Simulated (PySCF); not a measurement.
Computed Raman spectrum (relative Raman activity) of a molecule C2H4ClNOSi. Geometry optimised at PBE0-D3(BJ)/def2-SVP. Other conformers were not sampled. All values below come from PBE0-D3(BJ)/def2-SVP in PySCF. Frequencies are harmonic and unscaled.

Lines under 2 % of the strongest are left out, and lines within 2 cm⁻¹ are merged.

ν (cm⁻¹): 523 (vw), 530 (vw), 556 (w), 686 (w), 692 (w), 750 (w), 867 (vw), 893 (vw), 1418 (w), 2328 (vs), 2436 (m), 3063 (vs), 3174 (s), 3178 (s) (against the strongest line: vs over 80 %, s over 45 %, m over 15 %, w over 4 %, vw less)

Question: Which molecule gave these data?
A. N#CC[Si@@H](O)Cl
B. N[Si@]1(Cl)C=CO1
C. C[Si@@H](Cl)OC#N
D. O[Si@@]1(Cl)C=NC1

Answer: C, C[Si@@H](Cl)OC#N
